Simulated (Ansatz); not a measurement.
`[SiH3]C(Cl)Br` and `[SiH3]C(Cl)[TeH]` differ in one atom or group.

Ansatz, PBE0-D4/def2-TZVP geometries, multiplicity 1. 

Elements past krypton have def2 core potentials. Scalar relativity is left out up to krypton. Spin–orbit coupling is left out; it splits and shifts lone-pair levels of the heavy atoms by tenths of an eV.

| property | `[SiH3]C(Cl)Br` |
| --- | --- |
| size of the dipole moment (B3LYP/def2-TZVPP) / D | 1.48 |
| HOMO–LUMO gap (B3LYP/def2-TZVPP) / eV | 6.59 |
| HOMO–LUMO gap (ωB97M-V/def2-TZVPP) / eV | 11.29 |
| LUMO energy (PBE0/def2-TZVPP) / eV | -0.97 |
| LUMO energy (PBE/def2-TZVPP) / eV | -1.95 |
| size of the dipole moment (PBE/def2-TZVPP) / D | 1.36 |

Q: Give the same properties after the change, and the shifts. (Estimate.)

A: The calculation gave: 
```
                                        property  `[SiH3]C(Cl)[TeH]`  shift
size of the dipole moment (B3LYP/def2-TZVPP) / D                1.28  -0.20
           HOMO–LUMO gap (B3LYP/def2-TZVPP) / eV                4.79  -1.80
         HOMO–LUMO gap (ωB97M-V/def2-TZVPP) / eV                9.15  -2.14
              LUMO energy (PBE0/def2-TZVPP) / eV               -1.33  -0.36
               LUMO energy (PBE/def2-TZVPP) / eV               -2.15  -0.20
  size of the dipole moment (PBE/def2-TZVPP) / D                1.17  -0.19
```

With PBE0 the HOMO rises by 1.49 eV and the LUMO falls by 0.36 eV, so the gap narrows by about 1.85 eV. PBE moves the HOMO by 1.25 eV and ωB97M-V by 1.60 eV. Dipoles are sizes alone; their direction can turn.

B3LYP here is the variant with VWN-RPA as its local correlation; programs differ in this.
